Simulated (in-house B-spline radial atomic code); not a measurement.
**How G0W0 and RPA depend on the start: Tc7+**

Configuration [Ar] 3d10 4s2 4p6. Computed with a B-spline radial code for spherical atoms: all electrons, non-relativistic, point nucleus, each spin shell either full or empty, empty states to l = 9 with an (l + 1/2)⁻⁴ tail; G0W0 by contour deformation at full frequency.

Without relativity these are model numbers: it shifts the levels of so heavy an element strongly and can reorder them.

```json
{"start": "Hartree-Fock", "mean-field 4p (eV)": "-150.95", "G0W0 (eV)": "-151.89", "QP weight": "0.975", "RPA correlation (Eh)": "-2.5453"}
{"start": "LDA VWN5", "mean-field 4p (eV)": "-141.57", "G0W0 (eV)": "-151.54", "QP weight": "0.958", "RPA correlation (Eh)": "-2.7551"}
{"start": "PBE", "mean-field 4p (eV)": "-141.45", "G0W0 (eV)": "-151.52", "QP weight": "0.958", "RPA correlation (Eh)": "-2.7517"}
{"start": "PBE0", "mean-field 4p (eV)": "-144.21", "G0W0 (eV)": "-151.62", "QP weight": "0.964", "RPA correlation (Eh)": "-2.6944"}
{"start": "r2SCAN", "mean-field 4p (eV)": "-142.33", "G0W0 (eV)": "-151.60", "QP weight": "0.961", "RPA correlation (Eh)": "-2.7158"}
{"start": "HSE06", "mean-field 4p (eV)": "-143.73", "G0W0 (eV)": "?", "QP weight": "?", "RPA correlation (Eh)": "?"}
{"start": "B3LYP (VWN-RPA)", "mean-field 4p (eV)": "-143.62", "G0W0 (eV)": "-151.62", "QP weight": "0.963", "RPA correlation (Eh)": "-2.7065"}
{"start": "SCAN", "mean-field 4p (eV)": "-142.40", "G0W0 (eV)": "-151.58", "QP weight": "0.961", "RPA correlation (Eh)": "-2.7143"}
{"start": "TPSS", "mean-field 4p (eV)": "-141.77", "G0W0 (eV)": "-151.57", "QP weight": "0.959", "RPA correlation (Eh)": "-2.7406"}
{"start": "BHandHLYP", "mean-field 4p (eV)": "-146.69", "G0W0 (eV)": "-151.74", "QP weight": "0.968", "RPA correlation (Eh)": "-2.6419"}
{"start": "CAM-B3LYP", "mean-field 4p (eV)": "-145.59", "G0W0 (eV)": "-151.68", "QP weight": "0.966", "RPA correlation (Eh)": "-2.6848"}
{"start": "LC-wPBE", "mean-field 4p (eV)": "-146.93", "G0W0 (eV)": "-151.71", "QP weight": "0.968", "RPA correlation (Eh)": "-2.6881"}
{"start": "wB97X", "mean-field 4p (eV)": "-146.66", "G0W0 (eV)": "-151.62", "QP weight": "0.968", "RPA correlation (Eh)": "-2.6755"}
{"start": "PBEsol", "mean-field 4p (eV)": "-141.42", "G0W0 (eV)": "-151.53", "QP weight": "0.958", "RPA correlation (Eh)": "-2.753"}
{"start": "BLYP", "mean-field 4p (eV)": "-141.22", "G0W0 (eV)": "?", "QP weight": "?", "RPA correlation (Eh)": "?"}
{"start": "r2SCAN0", "mean-field 4p (eV)": "-144.79", "G0W0 (eV)": "-151.67", "QP weight": "0.966", "RPA correlation (Eh)": "-2.6704"}
{"start": "LDA exchange-only", "mean-field 4p (eV)": "-139.66", "G0W0 (eV)": "-151.60", "QP weight": "0.957", "RPA correlation (Eh)": "-2.7545"}
```

Task: What G0W0 level, weight and RPA correlation energy follow from the BLYP start?

Result: G0W0 level -151.53 eV, weight 0.958, RPA correlation -2.7527 hartree.

Task: What G0W0 level, weight and RPA correlation energy follow from the HSE06 start?

Result: G0W0 level -151.63 eV, weight 0.963, RPA correlation -2.6985 hartree.

Task: How much of the dependence on the start does G0W0 remove?

Result: The mean-field levels span 11.3 eV and the G0W0 levels 0.37 eV. Against 150 ± 2.1 eV (NIST, tabulated theory) the G0W0 removal energies are off by +1.52 to +1.89 eV, with relativity, Breit and QED terms left out.
